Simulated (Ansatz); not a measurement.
One change: `CN([SiH3])CF` becomes `CNCF`.

Ansatz, PBE0-D4/def2-TZVP geometries, multiplicity 1. Each molecule was computed in one conformer, which needn't be the lowest.

```tsv
property	`CN([SiH3])CF`
LUMO energy (ωB97M-V/def2-TZVPP) / eV	2.08
HOMO–LUMO gap (B3LYP/def2-TZVPP) / eV	7.25
size of the dipole moment (PBE/def2-TZVPP) / D	1.65
HOMO–LUMO gap (PBE0/def2-TZVPP) / eV	7.69
HOMO energy (PBE/def2-TZVPP) / eV	-5.92
size of the dipole moment (ωB97M-V/def2-TZVPP) / D	1.71
```

**Question.** Give the same properties after the change, and the shifts. (Best estimate.)

**Answer.** Computed: 
| property | `CNCF` | shift |
| --- | --- | --- |
| LUMO energy (ωB97M-V/def2-TZVPP) / eV | 2.68 | 0.60 |
| HOMO–LUMO gap (B3LYP/def2-TZVPP) / eV | 7.93 | 0.68 |
| size of the dipole moment (PBE/def2-TZVPP) / D | 1.40 | -0.25 |
| HOMO–LUMO gap (PBE0/def2-TZVPP) / eV | 8.52 | 0.83 |
| HOMO energy (PBE/def2-TZVPP) / eV | -5.79 | 0.13 |
| size of the dipole moment (ωB97M-V/def2-TZVPP) / D | 1.41 | -0.30 |

Dipoles are sizes alone; their direction can turn.

B3LYP here is the variant with VWN-RPA as its local correlation; programs differ in this.
